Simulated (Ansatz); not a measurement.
Molecule: C4H5OSi, net charge 0, doublet state. It need not be the lowest isomer of its formula. 
Structure (B3LYP-D3(BJ)/def2-TZVP (Ansatz, a first-principles code) minimum search):
```
C
C 1 1.3675
O 2 1.3570 1 111.40
C 3 1.3657 2 106.73 1 -0.27
C 4 1.3510 3 110.34 2 -0.04
H 4 1.0754 5 133.77 1 -179.39
H 2 1.0761 3 115.82 4 -179.84
H 5 1.0771 4 126.29 6 0.15
Si 1 1.8412 2 127.02 7 -3.48
H 9 1.4847 1 111.14 2 146.11
H 9 1.4848 10 111.31 1 123.79
```
Charge 0, spin multiplicity 2.

Basis-set convergence of Hartree-Fock and MP2 correlation energies (hartree) with Ansatz. Cores are frozen in the correlated levels unless marked. Open shells are spin-unrestricted. No spin-orbit coupling. No relativistic terms.

The UHF reference is spin-contaminated (<S^2> 0.19 over the pure value in the largest basis). 

| basis | functions | E(HF) | E(corr, MP2) |
|---|---|---|---|
| cc-pV(D+d)Z | 118 | -518.13081 | -0.77309 |
| cc-pV(T+d)Z | 259 | -518.20520 | -0.95132 |
| cc-pV(Q+d)Z | 489 | -518.22387 | -1.01607 |

Extrapolating the two largest sets (X = 3 and 4) as X^-3: E(corr) = (64·(-1.01607) - 27·(-0.95132))/37 = -1.0633 Eh, an estimate of the basis-set limit. The largest set recovers 95.6 % of it, the smallest 72.7 %.
